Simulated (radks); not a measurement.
Results of a calculation; reference values are marked as such.
Removal energies from neutral caesium, [Xe] 6s1, by Delta-SCF beside the eigenvalue of the level emptied. Code: a radial shooting solver on a logarithmic mesh with Libxc functionals. Model: scalar-relativistic Kohn-Sham, BLYP, spin-polarised, spherical densities, finite nucleus; Fermi nuclear charge, rms radius of each element as measured or else 0.836 A^(1/3) + 0.57 fm. Open shells are filled with parallel spins first.

removed from    final configuration  Delta-SCF (eV)  -eigenvalue (eV)
6s                             [Xe]           3.955             2.150
5p            [Kr] 4d10 5s2 5p5 6s1          17.372            13.193
5s            [Kr] 4d10 5s1 5p6 6s1          31.205            26.450
4d             [Kr] 4d9 5s2 5p6 6s1          82.300            73.908
